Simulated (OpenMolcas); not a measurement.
Sn: effect of the level shift or regulariser

```
Program             : OpenMolcas 26.06
Basis               : ANO-RCC-VTZP [7s6p4d2f1g]
Scalar Hamiltonian  : DKH2, point nucleus
Active space        : 4 electrons in 4 orbitals (5s 5p)
State averaging     : 2S+1 = 3 even, 3 roots; 2S+1 = 1 even, 6 roots; 2S+1 = 5 odd, 1 root; 2S+1 = 3 odd, 5 roots
Spin-orbit coupling : state interaction with AMFI integrals over the reference wave functions, term energies averaged over their components
```

Methods on the same reference wave functions:
A. CASSCF
B. SS-CASPT2, IPEA 0.25 Eh, imaginary shift 0.1 Eh (closed shells correlated: 4d)
C. SS-CASPT2, IPEA 0.25 Eh, real shift 0.2 Eh (closed shells correlated: 4d)

Energies in eV above 5s² 5p² ³P₀, the measured ground level; measured values from NIST Handbook of Basic Atomic Spectroscopic Data.

```tsv
Level	A	B	C	Measured
5s² 5p² ³P₀	0.0000	0.0000	0.0000	0.0000
5s² 5p² ³P₁	0.1798	0.1788	0.1785	0.2098
5s² 5p² ³P₂	0.3895	0.376	0.376	0.4250
5s² 5p² ¹D₂	1.2926	1.052	1.059	1.0679
5s² 5p² ¹S₀	2.1605	2.194	2.205	2.1279
5s 5p³ ⁵S°₂	3.4733	4.699	4.690	4.9129
```

Deviations, from unrounded energies. A percentage is the sum of absolute deviations over the sum of measured energies, with the sign that they share, or ± where signs differ.

```
                        Against measurement  Levels      A      B      C
             mean absolute deviation (cm-1)       5   2800    610    630
      fine structure of the ground term (%)       2  -10.3  -12.6  -12.6
other terms of the ground configuration (%)       2   +8.1   ±2.6   ±2.7
                   other configurations (%)       1  -29.3   -4.4   -4.5
```

B, C lie about equally close to measurement and A furthest from it. The largest miss of B in the table is 5s 5p³ ⁵S°₂, by -1700 cm-1. The ranking rests on the paired levels alone, and a cruder setting can come out closer through cancelling errors.

Between B and C the level of the table that moves most is 5s² 5p² ¹S₀, by 90 cm-1 (lowest in B, highest in C). Moves below CASPT2's spread within the term are not significant.

The mean deviations of B to C differ by less than CASPT2's widest spread within a term (260 cm-1), so their order carries little weight.

From A to B the spin-free energies of the other terms of 5s² 5p² shown, above ³P, scale by factors of 0.74 to 1.02.

The lowest spin-free term lies below A's lowest term by 0.464 hartree in B, 0.463 hartree in C.

CASPT2 does not keep the components of a term degenerate, so their means are used; among the terms shown or strongly mixed into the levels shown the widest spread is 260 cm-1 (5s² 5p² ¹D, B). Over all roots computed the reference weight is 0.86 to 0.93 in B; the roots of lowest weight are the least certain, and an intruder state may touch them. Terms of s pⁿ other than that of highest spin mix with s² pⁿ⁻² d, which this space lacks; all of them can be thousands of cm-1 off, and some have no real level of that name. Computed and measured levels are paired by configuration, term and J; levels that our copy of the source lacks, or whose pairing is in doubt (as where it misses far off the trend of its configuration), stay unpaired and out of the deviations. Only configurations of the active space appear. The table leaves out levels that lie high or whose names do not pair safely across all columns.

° marks odd parity.
